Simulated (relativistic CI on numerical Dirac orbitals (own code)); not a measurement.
## Charge states of lutetium

Method of calculation: Dirac-Coulomb-Breit CI, KLI orbitals optimised for each configuration, a model potential for QED, valence Slater integrals scaled by 0.9 (own radial code, finite nucleus).

Each species is treated in one configuration, given outside its closed core. Radial values are for the open shell of highest l, unscaled and averaged over j; ζ includes the Breit term. Labels give the leading LS character, summed over repeated terms.

```
  Ion  Configuration  Its lowest level  LS weight (%)  ⟨r⟩ (bohr)  ⟨r²⟩ (bohr²)  F² (cm⁻¹)  F⁴ (cm⁻¹)  ζ (cm⁻¹)
Lu²⁴⁺         4d¹⁰4f            ²F°5/2            100       0.478        0.2626                            6092
Lu²⁵⁺           4d¹⁰               ¹S0            100                                                          
Lu²⁶⁺            4d⁹             ²D5/2            100      0.4783        0.2616                           41360
Lu²⁷⁺            4d⁸               ³F4             90       0.474        0.2569     212600     144400     42250
Lu²⁸⁺            4d⁷             ⁴F9/2             66      0.4697        0.2523     214400     145700     43160
Lu²⁹⁺            4d⁶     J = 4 (mixed)             42      0.4656        0.2478     216200     147000     44070
Lu³⁰⁺            4d⁵   J = 5/2 (mixed)             30      0.4616        0.2435     218000     148300     45000
Lu³¹⁺            4d⁴               ³P0             57      0.4576        0.2393     219800     149600     45930
Lu³²⁺            4d³             ⁴F3/2             53      0.4537        0.2352     221600     150900     46870
Lu³³⁺            4d²               ³F2             77      0.4499        0.2313     223300     152200     47830
Lu³⁴⁺             4d             ²D3/2            100      0.4461        0.2274                           48800
Lu³⁵⁺     3d¹⁰4s²4p⁶               ¹S0            100                                                          
Lu³⁶⁺     3d¹⁰4s²4p⁵            ²P°3/2            100      0.4391        0.2182                          399700
Lu³⁷⁺     3d¹⁰4s²4p⁴               ³P2             70      0.4364        0.2155     234000               405800
Lu³⁸⁺     3d¹⁰4s²4p³   J = 3/2 (mixed)             46      0.4338         0.213     235200               412000
Lu³⁹⁺     3d¹⁰4s²4p²               ³P0             71      0.4312        0.2104     236400               418100
Lu⁴⁰⁺      3d¹⁰4s²4p            ²P°1/2            100      0.4286        0.2079                          424300
Lu⁴¹⁺        3d¹⁰4s²               ¹S0            100                                                          
Lu⁴²⁺         3d¹⁰4s             ²S1/2            100      0.4148        0.1935                                
Lu⁴³⁺           3d¹⁰               ¹S0            100                                                          
Lu⁴⁴⁺            3d⁹             ²D5/2            100      0.1848        0.0397                          175200
Lu⁴⁵⁺            3d⁸               ³F4             87      0.1832       0.03902     555600     358300    178700
Lu⁴⁶⁺            3d⁷             ⁴F9/2             59      0.1817       0.03835     560900     361900    182300
Lu⁴⁷⁺            3d⁶     J = 4 (mixed)             41      0.1803        0.0377     566100     365500    185900
```
